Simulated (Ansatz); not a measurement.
Stepwise reaction of `[OH][GeH2][OH]` with hydrogen fluoride, as a gas-phase model of exchange steps in deposition or etching. ΔE in kJ/mol.

Calculated with Ansatz (gas phase, PBE0-D4/def2-TZVP geometries, no zero-point term in ΔE). CCSD(T)/CBS adds triple-zeta CCSD(T) − MP2 to the extrapolated MP2 energy (def2 sets, frozen cores). This one scheme is used for every species. Functionals use def2-TZVPP. B3LYP here is the variant with VWN-RPA as its local correlation; programs differ in this. For Ge outer-core shells are correlated without core-valence functions, which leaves a few kJ/mol of doubt a bond. Scalar relativity is left out up to krypton. Each species was taken in one conformer, which may not be the lowest.

```tsv
step	reaction	PBE-D4	B3LYP-D4	ωB97M-V	CCSD(T)/CBS
1	`[OH][GeH2][OH]` + H–F → `[OH][GeH2][F]` + H₂O	-37.4	-39.8	-39.4	-34.5
```

(1) Give the row of step 2, `[OH][GeH2][F]` + H–F → `[F][GeH2][F]` + H₂O. (Best estimate.)

(2) By hand: ΔE of the 2 steps together at CCSD(T)/CBS.

Answers

(1) The calculation gave: 
| step | reaction | PBE-D4 | B3LYP-D4 | ωB97M-V | CCSD(T)/CBS |
| --- | --- | --- | --- | --- | --- |
| 2 | `[OH][GeH2][F]` + H–F → `[F][GeH2][F]` + H₂O | -27.9 | -30.0 | -29.5 | -25.1 |

(2) (-34.5) + (-25.1) = -59.6 kJ/mol, or -29.8 kJ/mol a step.

In ΔE each step is higher than the one before. All are downhill at CCSD(T)/CBS. PBE-D4 differs from CCSD(T)/CBS by -2.9 to -2.8 kJ/mol a step. Isolated molecules leave out the surface, adducts and barriers. Largest T1 diagnostic: 0.012.
